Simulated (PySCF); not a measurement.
Working out the excitation energy of O⁺

O⁺ [He] 2s2 2p3 (4S) → O⁺ [He] 2s2 2p2 3s1 (4P). Computed with PySCF 2.14 in aug-cc-pVDZ-DK (4s3p2d, 23 functions), with scalar relativity by spin-free X2C-1e. Frozen: 1s2. Energies in hartree (1 hartree = 27.21139 eV):

```json
{"part": "UHF", "O⁺ (lower)": "-74.405878", "O⁺ (upper)": "-73.568301"}
{"part": "MP2 opposite-spin", "O⁺ (lower)": "-0.052210", "O⁺ (upper)": "-0.053360"}
{"part": "MP2 same-spin", "O⁺ (lower)": "-0.020039", "O⁺ (upper)": "-0.011704"}
```

**Question.** What does Hartree-Fock give?

**Answer.** (-73.568301) − (-74.405878) = 0.837577 hartree = 22.792 eV.

**Question.** What do MP2 and SCS-MP2 (6/5 opposite-spin, 1/3 same-spin) give?

**Answer.** The opposite-spin parts differ by -0.031 eV and the same-spin parts by 0.227 eV. MP2: 22.792 + (-0.031) + (0.227) = 22.988 eV. SCS-MP2: 22.792 + 1.2 × (-0.031) + (0.227)/3 = 22.830 eV.

Measured between the centres of the two terms (NIST): 22.987 eV, so MP2 (valence) is off by 0.001 eV.

A double-zeta basis recovers only part of the correlation energy.

What remains against the reference includes basis incompleteness, the frozen core and correlation beyond second order.
